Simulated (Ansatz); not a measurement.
```yaml
crystal:
  periodic: [false, false, false]
  atoms:
    - {symbol: Mo, position_ang: [0.235332, 0.661540, -1.093797]}
    - {symbol: h, position_ang: [0.937932, -0.309865, 0.844958]}
    - {symbol: Mo, position_ang: [-1.173263, -0.351675, 0.248828]}
basis:
  gaussian: {orbitals: def2-mTZVP}
total_charge: -2
hamiltonian: {xc: {name: CAM-B3LYP}, pseudopotentials: {relativity: none}}
scf: {lower_state_search: light}
```

```sh
$ ansatz run in.yaml --threads 4 --pin off --events-out ev --progress --plain --max-ram 3916MiB
```

Output, abridged:

```
Error: YAML parse error: error: line 5 column 16: `h` is not an element symbol (H … Og, case-exact)
 --> <input>:5:16
3 |   atoms:
4 |     - {symbol: Mo, position_ang: [0.235332, 0.661540, -1.093797]}
5 |     - {symbol: h, position_ang: [0.937932, -0.309865, 0.844958]}
6 |     - {symbol: Mo, position_ang: [-1.173263, -0.351675, 0.248828]}
7 | basis:
```

In this input an element symbol is wrong. The input was rejected before any iteration.
